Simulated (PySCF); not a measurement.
Species: C₆H₇OP.
Atom-mapped SMILES: `[CH2:1]=[CH:2][c:3]1[o:4][cH:5][c:6]([CH3:7])[p:8]1` (hydrogens: H9, H10 on C1; H11 on C2; H12 on C5; H13, H14, H15 on C7)

Cartesian coordinates in Å at the PBE0-D3(BJ)/def2-SVP level; atoms count from 1:
```
atom  x, y, z in Å
C1    -3.3338    0.3177    0.0191
C2    -2.3693   -0.4864   -0.4511
C3    -0.9440   -0.2472   -0.3564
O4    -0.1816   -1.2514   -0.8355
C5     1.1302   -0.9907   -0.7285
C6     1.4547    0.2080   -0.1730
C7     2.8497    0.7009    0.0431
P8    -0.0393    1.0958    0.2488
H9    -3.1001    1.2528    0.5369
H10   -4.3874    0.0599   -0.1037
H11   -2.6365   -1.4201   -0.9586
H12    1.7791   -1.7813   -1.1055
H13    3.0695    0.8262    1.1149
H14    3.5894    0.0004   -0.3719
H15    3.0076    1.6797   -0.4356
```

All values: PBE0/pcSseg-1 and CAM-B3LYP/def2-SVPD (PySCF, non-relativistic), on one gas-phase PBE0-D3(BJ)/def2-SVP geometry that isn't relaxed in the solvent. The solvent is an IEF-PCM continuum (van der Waals radii × 1.2). Specific hydrogen bonds and non-electrostatic terms are outside this model.

Gas phase at PBE0/pcSseg-1: HOMO -6.23 eV, LUMO -1.63 eV, dipole 1.13 D.

Q: What does the continuum do to the energy, the frontier levels and the dipole at PBE0/pcSseg-1 in cyclohexane and acetonitrile?

A: 
| solvent | ε | E(solvent) − E(gas) (kcal/mol) | polarisation term (kcal/mol) | distortion of the solute (kcal/mol) | HOMO (eV) | LUMO (eV) | dipole (D) |
| --- | --- | --- | --- | --- | --- | --- | --- |
| cyclohexane | 2.017 | -1.34 | -1.40 | 0.06 | -6.23 | -1.65 | 1.27 |
| acetonitrile | 35.69 | -3.43 | -3.89 | 0.46 | -6.30 | -1.73 | 1.53 |

Polarisation term: ½ Σ q·V over the induced surface charges. Distortion: the rise of the solute's own energy as its density leaves the gas-phase optimum. From cyclohexane to acetonitrile the lowering changes by a factor 2.57, Onsager's factor (ε − 1)/(2ε + 1) by 2.37 and ε itself by 17.7.

Q: Which radius a makes the point-dipole formula ΔE = −[(ε − 1)/(2ε + 1)]·μ²/a³ give the value in acetonitrile, with the gas-phase dipole?

A: μ = 0.443 au and |ΔE| = 0.00547 Eh give a = 1.37 Å; the farthest nucleus lies 4.38 Å from the centroid of the nuclei, so such a sphere wouldn't even hold the nuclei. The formula assumes a rigid point dipole at the centre of a sphere.

Q: Give the dipole vector in the frame of the coordinates (D, pointing from negative to positive charge), gas and acetonitrile.

A: Gas (0.83, -0.70, -0.32), solvent (1.08, -0.98, -0.45). Its length changes by +36 % and its direction by 2°.

Q: Which IAO charges (PBE0/pcSseg-1) respond most in acetonitrile (means over atoms taken as equivalent)?

A: 
```json
{"atoms": "P8", "environment": "phosphorus bonded to 2 C", "gas (e)": "+0.244", "solvent (e)": "+0.214", "change": "-0.030"}
{"atoms": "H12", "environment": "aromatic hydrogen", "gas (e)": "+0.167", "solvent (e)": "+0.184", "change": "+0.017"}
{"atoms": "C2", "environment": "alkene CH carbon", "gas (e)": "-0.146", "solvent (e)": "-0.158", "change": "-0.012"}
{"atoms": "H10", "environment": "vinylic hydrogen", "gas (e)": "+0.158", "solvent (e)": "+0.168", "change": "+0.010"}
{"atoms": "H11", "environment": "vinylic hydrogen", "gas (e)": "+0.160", "solvent (e)": "+0.169", "change": "+0.009"}
{"atoms": "H13/H14/H15", "environment": "methyl hydrogen", "gas (e)": "+0.152", "solvent (e)": "+0.158", "change": "+0.006"}
{"atoms": "C7", "environment": "benzylic-type carbon", "gas (e)": "-0.412", "solvent (e)": "-0.418", "change": "-0.006"}
{"atoms": "H9", "environment": "vinylic hydrogen", "gas (e)": "+0.152", "solvent (e)": "+0.157", "change": "+0.005"}
{"atoms": "C1", "environment": "terminal =CH2 carbon", "gas (e)": "-0.297", "solvent (e)": "-0.302", "change": "-0.005"}
{"atoms": "O4", "environment": "furan-type oxygen", "gas (e)": "-0.215", "solvent (e)": "-0.219", "change": "-0.004"}
{"atoms": "C3", "environment": "substituted aromatic carbon", "gas (e)": "-0.045", "solvent (e)": "-0.048", "change": "-0.003"}
{"atoms": "C5", "environment": "aromatic CH next to a ring oxygen", "gas (e)": "+0.013", "solvent (e)": "+0.011", "change": "-0.002"}
```

Q: How do the nuclear quadrupole coupling constants eQVzz/h respond in acetonitrile?

A: 
| nucleus | Q (barn) | gas (MHz) | solvent (MHz) | η gas | η solvent |
| --- | --- | --- | --- | --- | --- |
| 17O at O4 | -0.0256 | -8.72 | -8.63 | 0.04 | 0.05 |

Gas phase at CAM-B3LYP/def2-SVPD: HOMO -7.34 eV, LUMO -0.61 eV, dipole 1.06 D.

Q: What does the continuum do to the energy, the frontier levels and the dipole at CAM-B3LYP/def2-SVPD in acetonitrile?

A: 
```tsv
solvent	ε	E(solvent) − E(gas) (kcal/mol)	polarisation term (kcal/mol)	distortion of the solute (kcal/mol)	HOMO (eV)	LUMO (eV)	dipole (D)
acetonitrile	35.69	-3.14	-3.59	0.45	-7.38	-0.66	1.48
```

Q: How does the static polarisability (CAM-B3LYP/def2-SVPD, frozen core, with the continuum's full static response) change?

A: 
| medium | isotropic (au) | principal values (au) | ⟨r²⟩ of the electrons (bohr²) |
| --- | --- | --- | --- |
| gas | 103.9 | 63.1, 98.1, 150.4 | 1223.5 |
| acetonitrile | 148.6 | 91.6, 146.6, 207.7 | 1221.7 |

The isotropic value in acetonitrile is 1.43 times the gas-phase one; no cavity-field correction is applied. ⟨r²⟩ is taken about the centre of nuclear charge.
